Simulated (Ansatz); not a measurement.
System: sum formula CaO₂H₂, net charge 0, singlet state. 
Coordinates optimised at B3LYP-D3(BJ)/def2-TZVP (Ansatz, a quantum-chemistry and plane-wave program):
SMILES: [OH][Ca][OH]
```xyz
5

Ca     0.0000     0.0000     0.0000
O      0.0000     0.0000     2.0388
O      0.0000     0.0000    -2.0388
H      0.0000     0.0000     2.9939
H      0.0000     0.0000    -2.9939
```

Basis-set convergence of Hartree-Fock and CCSD(T) correlation energies (hartree) with Ansatz. Valence correlation only, unless marked. No spin-orbit coupling. Frozen are the shells of the preceding noble gas and the d and f shells that filled before the atom's block. The outer core of K, Ca and their heavier congeners is not correlated, a term that matters for these elements. No relativistic terms.

```json
[
 {"basis": "def2-SVPD", "functions": "89", "E(HF)": "-827.56165", "E(corr, CCSD(T))": "-0.46408"},
 {"basis": "def2-TZVPPD", "functions": "150", "E(HF)": "[?]", "E(corr, CCSD(T))": "[?]"}
]
```

Task: Some entries are withheld; supply them.

Result: 
- def2-TZVPPD, E(HF): -827.81691
- def2-TZVPPD, E(corr, CCSD(T)): -0.56244
